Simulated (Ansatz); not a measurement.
Worked example: vertical energy of the triplet above the singlet of TlF (SMILES [F][Tl])

The species is TlF (2 atoms), meant as a singlet with charge 0. SMILES: `[F][Tl]`. Geometry: the measured bond length.

```xyz
2

F     0.0000    0.0000    0.0000
Tl    0.0000    0.0000    2.0844
```

Both states at this one shape; open shells run unrestricted unless said. 1 Eh = 27.2114 eV.

| level | program | singlet TlF (Eh) | triplet TlF (Eh) |
| --- | --- | --- | --- |
| BHLYP/def2-TZVPPD (core potential) | Ansatz | -272.296666 | -272.130673 |
| r2SCAN0/def2-TZVPPD (core potential) | Ansatz | -272.421040 | -272.259206 |
| HSE06/def2-TZVPPD (core potential) | Ansatz | -272.357103 | -272.192214 |

Q: Work out the vertical gap, second state less first, at each level.

A: 
1. BHLYP/def2-TZVPPD (core potential): -272.130673 − (-272.296666) = 0.165993 Eh = 4.52 eV.
2. r2SCAN0/def2-TZVPPD (core potential): -272.259206 − (-272.421040) = 0.161834 Eh = 4.40 eV.
3. HSE06/def2-TZVPPD (core potential): -272.192214 − (-272.357103) = 0.164889 Eh = 4.49 eV.

No measured value is set beside it here; the levels span 4.40 to 4.52 eV. Spin-orbit coupling, which splits open shells on such heavy atoms by tenths of an eV, is left out.
